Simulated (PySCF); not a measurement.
Excitation energy of I⁺ by level of theory

I⁺ [Kr] 4d10 5s2 5p4 (3P) → I⁺ [Kr] 4d10 5s2 5p3 5d1 (5D), as a difference of total energies. Calculation: PySCF 2.14, in aug-cc-pVTZ-PP with ECP28MDF (6s5p4d2f, 55 functions); a scalar-relativistic core potential. Correlated levels: valence: 4s2 4p6 4d10 frozen. The calculations carry no spin-orbit coupling.

```csv
method,excitation energy (eV)
UHF,9.524
MP2 (valence),9.928
SCS-MP2 (valence),10.080
CCSD (valence),10.012
CCSD(T) (valence),10.028
```

How much does correlation contribute at CCSD(T) (valence)?

10.028 − (9.524) = 0.504 eV, measured against UHF.

Errors of the correlated levels include the incompleteness of this basis and the frozen core.

For comparison: 10.300 eV (measured; NIST levels, between the centres of gravity of the two terms).
